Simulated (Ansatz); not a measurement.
Two isomers of CH9NOSi2: A = `CO[SiH2]N[SiH3]`, B = `C[SiH2]N[SiH2]O`.

Gas-phase electronic energies from Ansatz, PBE0-D4/def2-TZVP geometries. CBS: MP2 limit from def2 TZ/QZ plus the TZ coupled-cluster correction, frozen cores. DFT in def2-TZVPP. B3LYP here is the variant with VWN-RPA as its local correlation; programs differ in this. Each species was taken in one conformer, which may not be the lowest.

Which is lower in electronic energy at CCSD(T)/CBS, and by how much? (Best estimate.)

Ansatz gave: B, by 25.3 kcal/mol.

Give E(B) − E(A) in kcal/mol with B2PLYP, B3LYP-D4, PBE-D4, ωB97M-V, HF/def2-TZVPP, B3LYP, CCSD(T)/def2-TZVPP. (Best estimate.)

Ansatz gave: B2PLYP -24.0, B3LYP-D4 -23.1, PBE-D4 -24.5, ωB97M-V -24.8, HF/def2-TZVPP -20.8, B3LYP -23.0, CCSD(T)/def2-TZVPP -24.4. None reverses the order clearly.

Largest T1 diagnostic: 0.011.

In def2-TZVPP, CCSD(T) changes the Hartree–Fock value by −3.5 kcal/mol (the triples alone add −0.3 kcal/mol) and MP2 by −5.2 kcal/mol.
